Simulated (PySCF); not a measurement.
Run record: excited-state job, `[BH3-][PH2+]c1ccccc1`.

Computed with TDDFT PBE0/def2-SVPD, vertical, gas phase, core orbitals frozen in the response (PySCF 2.14.0, density-fitted response routines). Geometry: GFN2-xTB. The command runs a driver script over a list of jobs; the input below is this job's line of settings and its coordinates in Å.

Command:
```bash
OMP_NUM_THREADS=1 python probes_run.py task.json out
```

Input:
```
{"job": {"kind": "uv", "xc": "PBE0", "basis": "def2-SVPD", "nstates": 8, "ntriplets": 3}, "charge": 0, "multiplicity": 1}
B      2.880942     0.726002     0.251169
P      1.742102    -0.740914    -0.190783
C     -0.028096    -0.385690    -0.112387
C     -0.714657    -0.532285     1.087860
C     -2.050326    -0.183107     1.167439
C     -2.702572     0.321531     0.053855
C     -2.016952     0.485985    -1.139056
C     -0.681264     0.138022    -1.222549
H      2.555767     1.006162     1.364937
H      3.997517     0.330493     0.152781
H      2.583089     1.559978    -0.549229
H      1.818313    -1.336450    -1.445959
H      1.790859    -1.918276     0.549117
H     -0.194818    -0.918091     1.954865
H     -2.584301    -0.299634     2.099021
H     -3.746234     0.591126     0.117170
H     -2.523550     0.889900    -2.003200
H     -0.134580     0.271566    -2.146705
```

Output:
```
coarse grid: 15432 points
cycle   1  E = -599.9621832999  dE =  1.181e+00  |g| = 4.467e-01  |ddm| = 1.585e+01
cycle   2  E = -599.9557877791  dE =  6.396e-03  |g| = 4.753e-01  |ddm| = 4.400e+00
cycle   3  E = -600.0306213595  dE = -7.483e-02  |g| = 5.603e-02  |ddm| = 2.147e+00
cycle   4  E = -600.0309553596  dE = -3.340e-04  |g| = 4.539e-02  |ddm| = 3.141e-01
cycle   5  E = -600.0315380502  dE = -5.827e-04  |g| = 8.895e-03  |ddm| = 1.486e-01
cycle   6  E = -600.0315603173  dE = -2.227e-05  |g| = 1.859e-03  |ddm| = 4.034e-02
cycle   7  E = -600.0315613129  dE = -9.956e-07  |g| = 3.690e-04  |ddm| = 9.689e-03
final grid: 144104 points
cycle   8  E = -600.1093587234  dE = -3.985e-05  |g| = 7.505e-03  |ddm| = 3.078e-01
cycle   9  E = -600.1093557276  dE =  2.996e-06  |g| = 8.257e-03  |ddm| = 8.430e-02
cycle  10  E = -600.1093751393  dE = -1.941e-05  |g| = 5.512e-04  |ddm| = 4.828e-02
cycle  11  E = -600.1093752194  dE = -8.006e-08  |g| = 1.378e-04  |ddm| = 3.967e-03
cycle  12  E = -600.1093752248  dE = -5.409e-09  |g| = 5.915e-05  |ddm| = 5.612e-04
cycle  13  E = -600.1093752256  dE = -8.271e-10  |g| = 2.820e-05  |ddm| = 2.565e-04
converged SCF energy = -600.1093752256

Static polarisability (au): isotropic 111.260, principal 83.845 106.088 143.847

Singlet excitations
state   eV       nm        f      main configurations
  1   5.3846    230.3   0.00083   H->L+1 0.50, H-1->L 0.48
  2   5.8958    210.3   0.14792   H->L 0.80, H-1->L+1 0.18
  3   6.3917    194.0   0.00719   H-3->L 0.86, H-1->L 0.08
  4   6.4127    193.3   0.02280   H-2->L 0.92
  5   6.5860    188.3   0.08926   H-2->L+1 0.28, H->L+1 0.28, H-1->L 0.18
  6   6.6471    186.5   0.35386   H-1->L+1 0.48, H-4->L 0.14, H-3->L+1 0.13
  7   6.7455    183.8   0.06878   H-2->L+1 0.68, H-1->L 0.13, H->L+1 0.10
  8   6.7743    183.0   0.01682   H-3->L+1 0.81, H-4->L 0.10

Triplet excitations (Tamm-Dancoff, eV): 4.0528 4.6995 4.7382
```

The SCF starts on a coarse grid where the log names one; the energy can jump when the final grid takes over, and dE then counts from the start density on the new grid. H and L stand for HOMO and LUMO; the number after each pair is its weight.

Task: Which computed singlet has the largest oscillator strength, and what do all of them sum to?

Result: State 6 at 6.65 eV (187 nm), f = 0.354; the 8 states sum to 0.707.

Task: Give S1 in cm⁻¹ and kJ/mol.

Result: 5.3846 eV × 8065.54 = 43430 cm⁻¹; × 96.485 = 519.5 kJ/mol.

Main results: HOMO -7.68 eV, LUMO -1.06 eV; lowest singlet 5.38 eV; lowest triplet 4.05 eV (Tamm–Dancoff); mean polarisability 111.3 au.

Time: 44 s of wall time. Hardware: an Arm Neoverse V2 with one thread, no GPU, shared host.

One conformer stands for the species.
Labels such as C1 count atoms from 1, the log's own numbers from 0.
